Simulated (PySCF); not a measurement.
**Excitation energy of O²⁺ by level of theory**

O²⁺ [He] 2s2 2p2 (3P) → O²⁺ [He] 2s1 2p3, s spin flipped, as a difference of total energies. All numbers are calculated (PySCF 2.14, the spin-free X2C one-electron Hamiltonian (Gaussian nucleus), in x2c-QZVPPall). Correlated levels: valence: 1s2 frozen; valence and next inner shell: nothing frozen. The calculations carry no spin-orbit coupling.

```json
{"method": "UHF", "excitation energy (eV)": "20.442"}
{"method": "LDA", "excitation energy (eV)": "14.557"}
{"method": "PBE", "excitation energy (eV)": "15.238"}
{"method": "PBE0", "excitation energy (eV)": "16.530"}
{"method": "r2SCAN", "excitation energy (eV)": "16.907"}
{"method": "BLYP", "excitation energy (eV)": "15.161"}
{"method": "TPSSh", "excitation energy (eV)": "16.430"}
{"method": "B97-3", "excitation energy (eV)": "16.641"}
{"method": "TPSS", "excitation energy (eV)": "15.984"}
{"method": "MP2 (valence)", "excitation energy (eV)": "18.023"}
{"method": "SCS-MP2 (valence)", "excitation energy (eV)": "17.796"}
{"method": "MP2 (valence and next inner shell)", "excitation energy (eV)": "17.919"}
{"method": "SCS-MP2 (valence and next inner shell)", "excitation energy (eV)": "17.719"}
```

Q: How much does correlation contribute at MP2 (valence and next inner shell)?

A: 17.919 − (20.442) = -2.523 eV, measured against UHF.

The upper determinant mixes two multiplicities, so it lies between the two terms.
